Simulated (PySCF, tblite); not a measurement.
Species: C₅H₆Si.
Structure used (GFN2-xTB), in Å, numbered top down from 1:
```xyz
12
C5H6Si angstrom
C     -3.0947   -0.4961    0.4960
C     -2.0660    0.0689    0.2351
Si    -0.4968    0.9672   -0.1640
C      0.8487   -0.2999   -0.5540
C      2.3102   -0.0141   -0.2827
C      1.7552   -0.8649    0.5177
H     -3.9941   -0.9937    0.7226
H     -0.1102    1.7632    1.0076
H     -0.7466    1.8197   -1.3347
H      0.6401   -0.9586   -1.4006
H      3.1545    0.5402   -0.6106
H      1.8011   -1.5327    1.3416
```

Method used: B3LYP/def2-SVPD in PySCF (dipole) on a GFN2-xTB geometry, gas phase.

Take the most abundant isotopes and a rigid rotor. The values belong to one conformer with, in the numbering `[CH:1]#[C:2][SiH2:3][CH:4]1[CH:5]=[CH:6]1`, C2–Si3–C4–C5 -151°.

(1) Give the principal moments of inertia and the rotational constants in GHz.

(2) Classify the top.

(3) Is it planar, by Δ = Ic − Ia − Ib?

(4) Give the other two planar moments, Paa and Pbb, and the rms extents of the mass along the axes.

(5) List the rotational levels J(Ka,Kc) to J = 2 (MHz).

(6) Predict some low-J microwave lines.

Results:

(1) Ia = 65.95, Ib = 325.31, Ic = 367.91 u·Å²; 505379 MHz·u·Å²/I gives 7664, 1554 and 1374 MHz, that is A = 7.6635, B = 1.5535, C = 1.3736 GHz.

(2) A near-prolate asymmetric top; Ray's κ = -0.943.

(3) Not planar: Δ = Ic − Ia − Ib = -23.35 u·Å². For a rigid frame Δ = −2 Σ m c², so Σ m c² = 11.67 u·Å² lies off the ab plane: 6.18 from hydrogen and 5.49 from heavier atoms. The atom farthest from that plane is 1.59 Å away.

(4) Paa = Σ m a² = (Ib + Ic − Ia)/2 = 313.64 and Pbb = Σ m b² = (Ia + Ic − Ib)/2 = 54.27 u·Å². With the mass M = 94.02 u, the rms extents √(P/M) along a, b and c are 1.83, 0.76, 0.35 Å.

(5) Above 0(0,0):
J = 1: 1(0,1) 2927, 1(1,1) 9037, 1(1,0) 9217
J = 2: 2(0,2) 8778, 2(1,2) 14712, 2(1,1) 15251, 2(2,1) 33581, 2(2,0) 33585
The levels of one J sum to (2J + 1)J(J + 1)(A + B + C)/3.

(6) The dipole components are |μa| = 1.01 D, |μb| = 0.58 D, |μc| = 0.03 D. Intensities carry the squares of the components, which stand as 1.00 : 0.33 : 0.00 (a : b : c). Some lines, for components of 0.1 D or more:

| type | branch | J(Ka,Kc) | MHz | lower level (cm⁻¹) |
| --- | --- | --- | --- | --- |
| a | Q | 2(1,1) ← 2(1,2) | 540 | 0.491 |
| a | Q | 3(1,2) ← 3(1,3) | 1079 | 0.775 |
| b | R | 3(0,3) ← 2(1,2) | 2832 | 0.491 |
| a | R | 2(1,1) ← 1(1,0) | 6034 | 0.307 |
| b | Q | 3(1,2) ← 3(0,3) | 6757 | 0.585 |
| a | R | 3(1,3) ← 2(1,2) | 8509 | 0.491 |
| a | R | 3(0,3) ← 2(0,2) | 8766 | 0.293 |
| a | R | 3(2,2) ← 2(2,1) | 8781 | 1.120 |
| a | R | 3(1,2) ← 2(1,1) | 9049 | 0.509 |
| b | Q | 3(2,1) ← 3(1,2) | 18082 | 0.811 |
| b | Q | 2(2,0) ← 2(1,1) | 18334 | 0.509 |
| b | Q | 2(2,1) ← 2(1,2) | 18870 | 0.491 |
| b | R | 3(2,2) ← 2(1,1) | 27112 | 0.509 |
| b | R | 3(2,1) ← 2(1,2) | 27671 | 0.491 |
| b | Q | 3(3,0) ← 3(2,1) | 30983 | 1.414 |
| b | Q | 3(3,1) ← 3(2,2) | 31002 | 1.413 |
| b | R | 3(3,1) ← 2(2,0) | 39780 | 1.120 |

Its GFN2-xTB frequencies are all real (lowest 27 cm⁻¹). Zero-point vibration and centrifugal distortion are left out.
